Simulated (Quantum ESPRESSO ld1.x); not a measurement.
ld1.x (Quantum ESPRESSO 7.5) input

```
 &input
    zed=41.0,
    iswitch=1,
    rel=2,
    dft='PW91',
    config='[Kr] 4d3.5 5s0.5',
    rel_dist='energy',
    verbosity='high',
    lsmall=.true.,
    prefix='ld1',
    max_out_wfc=37,
    file_charge='ld1.rho',
 /
```

Command: `OMP_NUM_THREADS=1 ld1.x < ld1.in > ld1.out`

Output (excerpt):

```
     Program LD1 v.7.5 starts

     --------------------------- All-electron run ----------------------------

     dirac relativistic calculation

     atomic number is 41.00
     dft =PW91   lsd =0 sic =0 latt =0  beta=0.20 tr2=1.0E-14
     Exchange-correlation= PW91
                           (   1   4   2   2   0   0   0)
     mesh =2041 r(mesh) = 100.12585 a.u. xmin = -8.00 dx = 0.00800
     1 Ry =  13.60569312 eV, c = 137.03599908

     n l j   nl                  e(Ry)          e(Ha)          e(eV)
     Spin orbit split results
     1 0 0.5 1S 1( 2.00)   -1382.541873362    -691.270936681 -18810.4404586
     2 0 0.5 2S 1( 2.00)    -193.841179583     -96.920589791  -2637.3436040
     2 1 0.5 2P 1( 2.00)    -177.956311855     -88.978155928  -2421.2189684
     2 1 1.5 2P 1( 4.00)    -170.913000463     -85.456500232  -2325.3898350
     3 0 0.5 3S 1( 2.00)     -32.815322988     -16.407661494   -446.4752143
     3 1 0.5 3P 1( 2.00)     -26.833682753     -13.416841377   -365.0908529
     3 1 1.5 3P 1( 4.00)     -25.692757910     -12.846378955   -349.5677796
     4 0 0.5 4S 1( 2.00)      -4.864121953      -2.432060976    -66.1797506
     4 1 0.5 4P 1( 2.00)      -3.213430393      -1.606715196    -43.7209478
     4 1 1.5 4P 1( 4.00)      -3.058167887      -1.529083944    -41.6084938
     3 2 1.5 3D 1( 4.00)     -15.124903613      -7.562451806   -205.7847971
     3 2 2.5 3D 1( 6.00)     -14.912523500      -7.456261750   -202.8952184
     4 2 1.5 4D 1( 3.50)      -0.764941631      -0.382470815    -10.4075611
     4 2 2.5 4D 1( 0.00)      -0.752000643      -0.376000322    -10.2314900
     5 0 0.5 5S 1( 0.50)      -0.732530620      -0.366265310     -9.9665868
     Averaged results
     1 0     1S 1( 2.00)   -1382.541873362    -691.270936681 -18810.4404586
     2 0     2S 1( 2.00)    -193.841179583     -96.920589791  -2637.3436040
     2 1     2P 1( 6.00)    -173.260770927     -86.630385464  -2357.3328795
     3 0     3S 1( 2.00)     -32.815322988     -16.407661494   -446.4752143
     3 1     3P 1( 6.00)     -26.073066191     -13.036533096   -354.7421374
     4 0     4S 1( 2.00)      -4.864121953      -2.432060976    -66.1797506
     4 1     4P 1( 6.00)      -3.109922056      -1.554961028    -42.3126451
     3 2     3D 1(10.00)     -14.997475545      -7.498737773   -204.0510499
     4 2     4D 1( 3.50)      -0.757177038      -0.378588519    -10.3019184
     5 0     5S 1( 0.50)      -0.732530620      -0.366265310     -9.9665868

     final scf error:  7.2E-15 reached in  23 iterations

     Etot =   -7641.118025 Ry,   -3820.559012 Ha, -103962.706959 eV

     Ekin =    7909.751860 Ry,    3954.875930 Ha,  107617.656491 eV
     Encl =  -18429.550846 Ry,   -9214.775423 Ha, -250746.813203 eV
     Eh   =    3117.433350 Ry,    1558.716675 Ha,   42414.841486 eV
     Exc  =    -238.752389 Ry,    -119.376194 Ha,   -3248.391732 eV

     normalization and overlap integrals

     s(1S/1S) =  1.000000  <r> =   0.0361  <r2> =    0.0018  r(max) =   0.0234
     LC norm =  0.97767311 + SC norm =  0.02232689 =  1.00000000
     s(2S/2S) =  1.000000  <r> =   0.1577  <r2> =    0.0294  r(max) =   0.1330
     LC norm =  0.99544446 + SC norm =  0.00455554 =  1.00000000
     s(2P/2P) =  1.000000  <r> =   0.1346  <r2> =    0.0222  r(max) =   0.1038
     LC norm =  0.99544022 + SC norm =  0.00455978 =  1.00000000
     s(2P/2P) =  1.000000  <r> =   0.1391  <r2> =    0.0236  r(max) =   0.1080
     LC norm =  0.99558322 + SC norm =  0.00441678 =  1.00000000
     s(3S/3S) =  1.000000  <r> =   0.4431  <r2> =    0.2251  r(max) =   0.3947
     LC norm =  0.99880128 + SC norm =  0.00119872 =  1.00000000
     s(3P/3P) =  1.000000  <r> =   0.4386  <r2> =    0.2243  r(max) =   0.3823
     LC norm =  0.99885452 + SC norm =  0.00114548 =  1.00000000
     s(3P/3P) =  1.000000  <r> =   0.4491  <r2> =    0.2350  r(max) =   0.3916
     LC norm =  0.99889306 + SC norm =  0.00110694 =  1.00000000
     s(4S/4S) =  1.000000  <r> =   1.1578  <r2> =    1.5211  r(max) =   1.0309
     LC norm =  0.99973858 + SC norm =  0.00026142 =  1.00000000
     s(4P/4P) =  1.000000  <r> =   1.2785  <r2> =    1.8766  r(max) =   1.1079
     LC norm =  0.99978378 + SC norm =  0.00021622 =  1.00000000
     s(4P/4P) =  1.000000  <r> =   1.3097  <r2> =    1.9695  r(max) =   1.1348
     LC norm =  0.99979254 + SC norm =  0.00020746 =  1.00000000
     s(3D/3D) =  1.000000  <r> =   0.4310  <r2> =    0.2241  r(max) =   0.3337
     LC norm =  0.99900711 + SC norm =  0.00099289 =  1.00000000
     s(3D/3D) =  1.000000  <r> =   0.4345  <r2> =    0.2276  r(max) =   0.3364
     LC norm =  0.99901826 + SC norm =  0.00098174 =  1.00000000
     s(4D/4D) =  1.000000  <r> =   1.9915  <r2> =    4.8441  r(max) =   1.4658
     LC norm =  0.99990205 + SC norm =  0.00009795 =  1.00000000
     s(4D/4D) =  1.000000  <r> =   2.0128  <r2> =    4.9504  r(max) =   1.4776
     LC norm =  0.99990391 + SC norm =  0.00009609 =  1.00000000
     s(5S/5S) =  1.000000  <r> =   3.3385  <r2> =   12.6343  r(max) =   2.8934
     LC norm =  0.99996407 + SC norm =  0.00003593 =  1.00000000

     LC charge = 39.89832444 + SC charge =  0.10167556 = 40.00000000

     ------------------------ End of All-electron run ------------------------
```

Run on one thread of a shared host, so times are rough (Intel(R) Xeon(R) Processor @ 2.60GHz): 0.65 s of CPU time, 1.5 s wall, 23 iterations on 2041 mesh points.
